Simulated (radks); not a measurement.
Values are calculated unless marked as measured or tabulated.
Tl IV, configuration [Xe] 4f14 5d10 (the NIST ground configuration). Level of theory: scalar-relativistic Kohn-Sham, PBE, spin-polarised, spherical densities, finite nucleus; Fermi nuclear charge, rms radius 5.4759 fm (a radial shooting solver on a logarithmic mesh with Libxc functionals). Some entries of the table are withheld. Estimate them.

| orbital | occ. | eigenvalue (eV) | r(max) (bohr) |
|---|---|---|---|
| 1s | 2 | -85610.33 | 0.01003 |
| 2s | 2 | -15268.21 | 0.05815 |
| 2p | 6 | (1) | 0.04832 |
| 3s | 2 | -3666.882 | 0.1639 |
| 3p | 6 | (2) | 0.1638 |
| 3d | 10 | -2418.320 | (3) |
| 4s | 2 | -841.2225 | 0.3689 |
| 4p | 6 | -640.3309 | (4) |
| 4d | 10 | -404.4414 | 0.3954 |
| 5s | 2 | -160.2550 | 0.8081 |
| 4f | 14 | -143.4306 | 0.3580 |
| 5p | 6 | -105.4639 | 0.9048 |
| 5d | 10 | -44.3188 | 1.111 |

Answer. 
(1) 2p eigenvalue (eV): -13141.21
(2) 3p eigenvalue (eV): -3054.329
(3) 3d r(max) (bohr): 0.1334
(4) 4p r(max) (bohr): 0.3890
